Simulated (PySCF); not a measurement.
hydrogen sulfide (H2S), singlet, at a GFN2-xTB geometry; DF-HF/cc-pVQZ run with PySCF.

Input for PySCF:
```python
from pyscf import gto, scf

mol = gto.M(
    atom='''
S    -0.00035523   -0.00209154    0.10204772
H    -0.03705710    0.97315096   -0.79691824
H     0.04274080   -0.93968637   -0.83584535
''',
    basis='cc-pvqz',
    verbose=5,
)

mf = scf.RHF(mol)
mf = mf.density_fit(auxbasis='def2-universal-jkfit')
mf.kernel()
mf.analyze()
```

Output, abridged:

```
PySCF version 2.14.0

[INPUT] verbose = 5
[INPUT] max_memory = 4000
[INPUT] num. atoms = 3
[INPUT] num. electrons = 18
[INPUT] charge = 0
[INPUT] spin (= nelec alpha-beta = 2S) = 0
[INPUT] symmetry False subgroup None
[INPUT] Mole.unit = angstrom
[INPUT] Symbol           X                Y                Z      unit          X                Y                Z       unit  Magmom
[...]
[INPUT] ---------------- BASIS SET ----------------
[INPUT] l, kappa, [nprim/nctr], expnt,             c_1 c_2 ...
[INPUT] H
[...]
                                12.41             0.015343
                                2.824             0.075579
[...]
[INPUT] S
[...]
                                109000            0.000183482 -5.06631e-05 1.46948e-05
                                24800             0.000964278 -0.000266833 7.7546e-05
                                7014              0.00406537 -0.00112601 0.000326509
                                2278              0.0146973 -0.00411186 0.00119686
                                814.7             0.0465081 -0.0132454 0.00384799
                                313.4             0.125508 -0.0377004 0.0110539
                                127.7             0.268433 -0.0898554 0.0264645
                                54.48             0.384809 -0.167098 0.0508771
                                23.85             0.265372 -0.169354 0.053003
                                9.428             0.0437326 0.127824 -0.0425518
                                4.29              -0.00378807 0.564862 -0.250853
                                1.909             0.00218083 0.431767 -0.333152
[...]
                                366.4             0.00377571 -0.000958581
                                118.4             0.019836 -0.00513471
                                44.53             0.0742063 -0.0192641
                                18.38             0.197327 -0.053598
                                7.965             0.351851 -0.0960333
                                3.541             0.378687 -0.118183
                                1.591             0.170931 0.00923194
[...]
nuclear repulsion = 13.0384623356123
number of shells = 34
number of NR pGTOs = 151
number of NR cGTOs = 119
basis = cc-pvqz
ecp = {}

******** <class 'pyscf.df.df_jk.DFRHF'> ********
method = DFRHF
initial guess = minao
damping factor = 0
level_shift factor = 0
DIIS = <class 'pyscf.scf.diis.CDIIS'>
diis_start_cycle = 1
diis_space = 8
diis_damp = 0
[...]
converged SCF energy = -398.718010713417
Total Energy =                        -398.718010713416675
[...]
1 H 4dz^2       -0.08977   0.05415  -0.00286   0.00220
1 H 4dxz        -0.01852   0.00628  -0.00528   0.00021
1 H 4dx2-y2      0.24094  -0.06490   0.11716  -0.00890
1 H 4f-3        -0.07469  -0.03132   0.00422  -0.02623
1 H 4f-2         0.01082   0.00230  -0.00481   0.00507
1 H 4f-1         0.05067   0.01738  -0.05425   0.05824
1 H 4f+0         0.04509   0.02240  -0.01354   0.02305
1 H 4f+1        -0.00163  -0.00075   0.00197  -0.00221
1 H 4f+2         0.13876   0.03096  -0.06243   0.06725
1 H 4f+3         0.00863   0.00376  -0.00020   0.00293
2 H 1s           0.00119   0.00904   0.00884  -0.00265
2 H 2s           0.04923  -0.01950  -0.01100   0.04251
2 H 3s          -0.10784   0.00717   0.04337   0.02556
2 H 4s           0.00573  -0.45290  -0.43825  -0.02569
2 H 2px          0.00375   0.00607   0.00392   0.00021
2 H 2py          0.08317   0.13394   0.08309   0.00409
2 H 2pz          0.06666   0.11347   0.10556   0.00961
2 H 3px          0.00022   0.00650   0.00694   0.00200
2 H 3py         -0.00634  -0.14210  -0.15149  -0.04289
2 H 3pz          0.00953  -0.13425  -0.14551  -0.05025
2 H 4px          0.01164   0.00960   0.00816   0.00140
2 H 4py         -0.25836  -0.21097  -0.17598  -0.02972
2 H 4pz         -0.20523  -0.18773  -0.19144  -0.03835
2 H 3dxy         0.00212   0.00529   0.00446   0.00440
2 H 3dyz         0.00978   0.09502   0.11922   0.10970
2 H 3dz^2       -0.00625   0.01968   0.04176   0.03344
2 H 3dxz         0.00047   0.00436   0.00548   0.00502
2 H 3dx2-y2      0.02488   0.05853   0.04730   0.04706
2 H 4dxy         0.02054  -0.00556  -0.00991  -0.00075
2 H 4dyz        -0.48787   0.16558   0.14366   0.00656
2 H 4dz^2       -0.12412   0.06589   0.01285   0.00265
2 H 4dxz         0.02220  -0.00764  -0.00656  -0.00033
2 H 4dx2-y2      0.22082  -0.05802  -0.11131  -0.00863
2 H 4f-3         0.06763   0.02973   0.00114   0.02288
2 H 4f-2         0.01236   0.00291   0.00532   0.00594
2 H 4f-1        -0.06379  -0.02152  -0.05920  -0.06446
2 H 4f+0         0.03938   0.02046   0.00788   0.01692
2 H 4f+1         0.00319   0.00089   0.00279   0.00295
2 H 4f+2         0.13852   0.03119   0.05886   0.06445
2 H 4f+3        -0.00923  -0.00390  -0.00046  -0.00322
 ** Mulliken pop on meta-lowdin orthogonal AOs  **
 ** Mulliken pop  **
 ** Mulliken atomic charges  **
charge of    0S =     -0.16152
charge of    1H =      0.08076
charge of    2H =      0.08076
Dipole moment(X, Y, Z, Debye):  0.00387,  0.02278, -1.11128
```
